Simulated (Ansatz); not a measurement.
Coupled-cluster diagnostics for Mg2Se2⁻, Ansatz.

Geometry of the doublet (r2SCAN-D4/def2-SVPD):

Cartesian coordinates in Å:
```
Mg 1.236 0.703 0.275
Mg -1.236 -0.703 -0.275
Se -0.881 1.757 -0.534
Se 0.881 -1.757 0.534
```

Correlated methods freeze 20 core orbitals; core or outer-core shells of Mg, Se are correlated, in sets that lack core-valence functions. The structure comes from a short search, and lower isomers may exist.

Geometry of the charge -1 quartet (r2SCAN-D4/def2-SVPD):

```xyz
4

Mg    0.1927   -0.2164    1.7250
Mg    0.4211   -0.3749   -1.6558
Se    0.8938    1.5448   -0.0121
Se   -1.5076   -0.9536   -0.0571
```

Task: Estimate the CCSD(T) correlation energy, the shares of MP2 and (T), T1 and the reference's ⟨S²⟩ for: charge -1, doublet, own geometry in def2-SVPD; charge -1, quartet, own geometry in def2-SVPD; charge 0, singlet, vertical in def2-SVPD; and the rough time on 4 threads of Arm Neoverse V1 on a shared host.

Result: 
```json
{"state": "charge -1, doublet, own geometry", "basis": "def2-SVPD", "correlation (eV)": "-15.742", "MP2 share (%)": "95.9", "(T) share (%)": "3.8", "T1": "0.017", "⟨S²⟩ (pure)": "0.83 (0.75)", "wall time": "96 s", "remarks": "spin-contaminated (⟨S²⟩ 0.83)"}
{"state": "charge -1, quartet, own geometry", "basis": "def2-SVPD", "correlation (eV)": "-15.101", "MP2 share (%)": "95.0", "(T) share (%)": "3.6", "T1": "0.019", "⟨S²⟩ (pure)": "3.79 (3.75)", "wall time": "39 s", "remarks": "–"}
{"state": "charge 0, singlet, vertical", "basis": "def2-SVPD", "correlation (eV)": "-15.278", "MP2 share (%)": "96.3", "(T) share (%)": "3.4", "T1": "0.010", "⟨S²⟩ (pure)": "0.00 (0.00)", "wall time": "19 s", "remarks": "–"}
```
Customary marks for T1 are 0.02 (closed shells), 0.045 (open shells) and about 0.05 (3d metals). T1 stays under 0.02 throughout.
